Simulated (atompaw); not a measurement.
# PBE PAW (atompaw) dataset for samarium, scalar-relativistic all-electron reference.

```json
{"Element": "samarium", "Generator": "atompaw 4.2.0.5", "Type": "PAW", "Functional": "PBE", "Relativity": "scalar-relativistic", "Frozen core": "[Kr] 4d10 4f6", "Valence charge": "10", "Reference configuration": "5s2 5p6 5d0 6s2 6p0", "Partial waves": "5s (bound); 6s (bound); 5p (bound); 6p (bound, empty); 5d (bound, empty); 5d channel at 2.45 Ry", "Local potential": "bessel scheme, radius 2.35 bohr", "Core correction": "smooth core density matched at 2.00 bohr", "Augmentation charge": "sinc compensation charge, radius 2.00 bohr; PAW radius 2.75 bohr; waves and projectors: bloechl"}
```

All-electron outer shells of the reference configuration (PBE, scalar-relativistic, ld1.x):

| shell | level (eV) | outermost node (bohr) | outermost maximum (bohr) |
| --- | --- | --- | --- |
| 4d | -128.80 | 0.28 | 0.59 |
| 5s | -43.27 | 0.69 | 1.27 |
| 5p | -23.23 | 0.73 | 1.43 |
| 6s | -3.58 | 1.70 | 3.66 |
| 4f | -2.47 | – | 0.61 |
| 5d | -1.68 | 0.84 | 2.17 |
| 6p | -1.21 | 2.06 | 4.94 |

What the tests gave:

- Cutoffs needed: 18 Ry and 25 Ry (the cutoffs (Ry, on a coarse ladder) from which the occupation-weighted sum of valence levels, in a spherical-Bessel basis at the reference potential, stays within 10 and 1 mRy of its value at 400 Ry)
- Ghost test: no extra level below or beside the all-electron valence levels (s, p, d, f tested) (spherical-Bessel basis up to 400 Ry, 20 bohr box)
- Lowest eigenvalue of the overlap operator: 0.40 (s channel)
- Overlap eigenvalues printed by atompaw (projector basis): 0.319, 0.431, 0.936, 3.05, 5.03, 11.3
- Share of each valence orbital outside the PAW sphere: 5s 1 %, 6s 87 %, 5p 5 %, 6p 97 %, 5d 56 %

Generation and tests took about 26 s on one core of a shared server CPU.
